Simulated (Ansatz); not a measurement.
Name a neutral molecule of B, C, F, N and H with LUMO energy (ωB97M-V/def2-TZVPP) between 0.00 and 0.30 eV and HOMO energy (PBE/def2-TZVPP) between -6.10 and -5.80 eV (Ansatz, PBE0-D4/def2-TZVP geometry).

`BC(F)CN=C` (0.12 eV, -6.09 eV); `N=C(N)BF` (0.26 eV, -5.93 eV). Other molecules can fit too; these were computed, each in one conformer that needn't be the lowest.
